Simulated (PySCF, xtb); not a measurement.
sulfur difluoride (F2S), SMILES FSF.

Harmonic wavenumbers (cm⁻¹) from GFN2-xTB in xtb at its own minimum, in rising order: 272, 672, 725.

### Question
What does ωB97X-D3(BJ)/def2-TZVP (PySCF) give at its own minimum? (An estimate is asked for; the answer gives what the named calculation found.)

### Answer
357, 837, 867. Paired by order, the mean absolute difference is 131 cm⁻¹ and the zero-point energies are 2.4 and 2.9 kcal/mol.
